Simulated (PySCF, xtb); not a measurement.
B(vinyl)(OMe)(NH2) (C₃H₈BNO), SMILES O(B(N)C=C)C.

Coordinates come from a PBE0-D3(BJ)/def2-SVP optimisation. One conformer was computed; it need not be the lowest.

These are C-PCM-M06-2X/def2-SVP run with PySCF values and carry that method's errors.

The values are the electrostatic part of the solvation free energy, E(continuum) − E(gas) at the gas-phase geometry, in a cavity of scaled van der Waals radii (PySCF's table); cavitation and dispersion terms are not included. In vacuum the orbital gap is 9.35 eV. The dipole moment in vacuum is 2.42 D.

Computed values in water (ε = 78.36), 2-propanol (ε = 19.26), toluene (ε = 2.37):
| solvent | ε | ΔG(elec) (kcal/mol) | dipole (D) | gap (eV) |
|---|---|---|---|---|
| water | 78.36 | -5.5 | 3.16 | 9.30 |
| 2-propanol | 19.26 | -5.2 | 3.13 | 9.31 |
| toluene | 2.37 | -3.0 | 2.81 | 9.34 |

For comparison, GFN2-xTB/ALPB(water) (xtb, at the GFN2-xTB geometry, all terms of that model) gives -3.5 kcal/mol.
